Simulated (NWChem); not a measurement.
Molecule: stibine (SbH$_{3}$); SMILES [SbH3]

```xyz
4

Sb     0.0000     0.0000     0.0329
H     -0.3436     1.3691    -0.9290
H      1.3574    -0.3870    -0.9290
H     -1.0138    -0.9821    -0.9290
```
Atoms are numbered in this order, from 1.

All runs use the structure optimised with PBE0-D3(BJ)/def2-TZVP. B3LYP is NWChem's, with the RPA form of VWN correlation. def2 effective core potentials on Sb; no spin-orbit coupling.

 States above −ε(HOMO) = 7.3 eV lie in this functional's continuum and hang on the basis.

Question: List the 6 lowest vertical singlet excitations from B3LYP/def2-SVPD with def2 effective core potentials on Sb, TDA (NWChem).

Answer: 
| state | energy (eV) | oscillator strength | leading excitation (squared amplitude) |
|---|---|---|---|
| S1 | 6.28 | 0.165 | HOMO → LUMO+2 (0.98) |
| S2 | 6.35 | 0.087 | HOMO → LUMO (0.89) |
| S3 | 6.35 | 0.087 | HOMO → LUMO+1 (0.89) |
| S4 | 7.75 | 0.000 | HOMO−2 → LUMO+1 (0.49) |
| S5 | 8.21 | 0.021 | HOMO−1 → LUMO+2 (0.37) |
| S6 | 8.21 | 0.021 | HOMO−2 → LUMO+2 (0.37) |
